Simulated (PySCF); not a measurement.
# Polarisability as a sum over states

Species: C4H10NOP.
Geometry (GFN2-xTB, Å), atoms numbered from 1 in this order:
```
atom  x, y, z in Å
C1    -2.4612   -1.2106   -0.2736
N2    -1.4628   -0.1814   -0.5234
P3    -0.3229    0.1658    0.6834
C4    -0.0026    1.9304    0.1871
C5     1.2333   -0.4865   -0.1528
C6     2.5125   -0.3446    0.6104
O7     1.1382   -1.0141   -1.2336
H8    -2.8274   -1.1025    0.7466
H9    -2.0826   -2.2291   -0.4002
H10   -3.2950   -1.0632   -0.9624
H11   -1.0103   -0.3273   -1.4272
H12    0.8025    2.3557    0.7811
H13    0.2424    1.9941   -0.8723
H14   -0.9172    2.4881    0.3780
H15    2.4859   -1.0582    1.4336
H16    3.3704   -0.5564   -0.0241
H17    2.5897    0.6517    1.0397
```

Computed, not measured: TDDFT PBE0/def2-SVPD, vertical, gas phase, core orbitals frozen in the response in PySCF.

Computed singlets:

```csv
state,E (eV),f
S1,3.85,0.0043
S2,4.66,0.017
S3,5.69,0.017
S4,5.93,0.0095
S5,6.15,0.062
S6,6.30,0.024
```

Task: Build the mean polarisability up from these states and compare it with the full response value.

Result: Each state adds f / ΔE² (ΔE in hartree, 27.2114 eV).

| state | f/ΔE² (au) | running sum (au) | running share of α (%) |
| --- | --- | --- | --- |
| S1 | 0.21 | 0.21 | 0.2 |
| S2 | 0.57 | 0.78 | 0.9 |
| S3 | 0.40 | 1.18 | 1.3 |
| S4 | 0.20 | 1.38 | 1.6 |
| S5 | 1.22 | 2.60 | 3.0 |
| S6 | 0.44 | 3.04 | 3.5 |

The full response gives 87.48 au (12.96 Å³), so 84.4 au comes from the higher roots of the same equations.

Task: By how much does the contribution of these states grow at 1064 nm?

Result: With ω = 0.0428 hartree each state's term in the mean polarisability goes from f / ΔE² to f / (ΔE² − ω²); the sum over all 6 states goes from 3.04 to 3.19 au, a rise of 0.15 au.

The largest single term belongs to S5, which also has the largest f.

Time: 1.9 min of wall time (with the writing of density and orbital grids); peak memory 0.90 GiB. Hardware: one thread, Intel Xeon at 2.50 GHz (x86_64), shared host.

One conformer stands for the species.
